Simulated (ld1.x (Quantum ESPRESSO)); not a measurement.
# What one change does to a pseudopotential (scandium, RRKJ)

scandium (Sc), norm-conserving RRKJ (Kleinman–Bylander form), made with ld1.x (Quantum ESPRESSO) 7.5 (PBEsol, scalar-relativistic). Core [Ne] 3s2, reference 3p6 3d1 4s2 4p0. Waves: 3p (bound): rc 1.20 bohr; 3d (bound): rc 1.80 bohr; 4s (bound): rc 2.95 bohr. Local part: the s channel. Core correction: Bessel-smoothed model core inside 1.10 bohr.

All-electron outer shells of the reference configuration (PBEsol, scalar-relativistic, ld1.x):

| shell | level (eV) | outermost node (bohr) | outermost maximum (bohr) |
| --- | --- | --- | --- |
| 2p | -387.95 | – | 0.23 |
| 3s | -54.88 | 0.42 | 0.92 |
| 3p | -33.55 | 0.39 | 0.97 |
| 4s | -4.19 | 1.33 | 3.10 |
| 3d | -3.25 | – | 1.10 |
| 4p | -1.45 | 1.49 | 4.03 |

Change: wave 4s (bound): rc 2.95 bohr becomes 4s (bound): rc 2.00 bohr.

Cutoffs: the cutoffs (Ry, on a coarse ladder) from which the occupation-weighted sum of valence levels, in a spherical-Bessel basis at the reference potential, stays within 10 and 1 mRy of its value at 400 Ry; they do not see the model core or the augmentation charge, which bear on the density cutoff. Errors are all-electron minus pseudo energies relative to the spin-unpolarised reference configuration.

What does the change do?

The potential gets neither clearly harder nor softer (90 Ry and 110 Ry → 90 Ry and 110 Ry); the p channel sets the loose cutoff, while the largest relative change is in s, which becomes harder; of the 7 tests that both files solve, the error grows in 4 and shrinks in 3 by more than 15 % and 0.3 meV (median size 25.8 → 117.1 meV); neither file shows a bound ghost at the reference potential, the only one tested.

| quantity | base | changed |
| --- | --- | --- |
| cutoff, loose | 90 Ry | 90 Ry |
| cutoff, tight | 110 Ry | 110 Ry |
| loose cutoff by channel (10 mRy a level) | p 70 Ry, d 45 Ry, s 6 Ry | p 70 Ry, d 45 Ry, s 15 Ry |
| bound ghosts | none | none |
| error for 3p6 3d1 4s1 4p0, meV [ΔE 6.90 eV] | -2.7 | +5.3 |
| error for 3p6 3d1 4s0 4p0, meV [ΔE 19.55 eV] | -26 | -14 |
| error for 3p6 3d0 4s0 4p0, meV [ΔE 44.37 eV] | +20 | -117 |
| error for 3p6 3d0 4s2 4p0, meV [ΔE 8.40 eV] | -71 | +292 |
| error for 3p6 3d1 4s1.5 4p0, meV [ΔE 2.76 eV] | -0.6 | +1.1 |
| error for 3p6 3d0 4s2 4p1, meV [ΔE 3.49 eV] | -834 | -412 |
| error for 3p6 3d1 4s1 4p1, meV [ΔE 2.79 eV] | -479 | -372 |

Base: These tests converged, but a pseudo level misses the all-electron one widely, so the file describes the atom poorly there or has found another state: 3p6 3d0 4s0 4p0: empty 4p by 2.5 eV. Changed file: These tests converged, but a pseudo level misses the all-electron one widely, so the file describes the atom poorly there or has found another state: 3p6 3d0 4s0 4p0: empty 4s by 2.6 eV (a node warning on the way).
